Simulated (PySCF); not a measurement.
# Calculated NMR data

Method: GFN2-xTB structure, NMR shieldings at PBE0/pcSseg-1/GIAO, in PySCF 2.14.0 with density-fitted response routines (in vacuum, one computed conformer, non-relativistic Hamiltonian, one averaged value for each set of equivalent atoms).

δ = σ(ref) − σ, references computed at the same level: TMS for ¹H (σref 31.72) and ¹³C (σref 186.93). Where no couplings were computed, multiplicities follow the n + 1 count of equivalent neighbours, and m marks all less simple cases (inequivalent or close neighbours, rings, F or P nearby). Shifts are as computed. Against solution values, carbons near 30 ppm lie about +3 ppm off and those near 130 ppm about +5 ppm. Of 1211 compounds with measured shifts, 218 miss one by over three times the rms of a fit or turn the order of signals round; such compounds aren't used in these exercises. OH and NH positions are gas-phase values without hydrogen bonding to other molecules.

**1.** `C#CC1([SiH2]O[SiH2]O)C=C1`, C5H8O2Si2. ¹H NMR (400 MHz, computed): δ 7.22 (s, 2H), 5.14 (s, 2H), 4.99 (s, 2H), 1.21 (br s, 1H), 0.83 (s, 1H). ¹³C{¹H} NMR (computed): δ 119.1 (CH), 95.6 (C), 64.6 (CH), 4.1 (C).

**2.** SMILES C=CCC1=CC(=O)CC1, C8H10O. ¹H NMR (400 MHz, computed): δ 6.14 (s, 1H), 5.95 (m, 1H), 5.60 (m, 1H), 5.47 (m, 1H), 3.30 (d, 2H), 2.50 (m, 2H), 2.31 (m, 2H). ¹³C{¹H} NMR (computed): δ 210.7 (C), 186.8 (C), 145.2 (CH), 138.1 (CH), 125.1 (CH2), 45.0 (CH2), 37.9 (CH2), 33.1 (CH2).

**3.** `[SiH3][Si]([SiH3])([SiH3])C1CCC1`, C4H16Si4. ¹H NMR (400 MHz, computed): δ 3.53 (s, 9H), 2.58 (m, 2H), 2.08 (m, 1H), 2.06 (m, 1H), 2.02 (m, 1H), 1.75 (m, 2H). ¹³C{¹H} NMR (computed): δ 26.1 (CH2), 19.8 (CH2), 18.1 (CH).
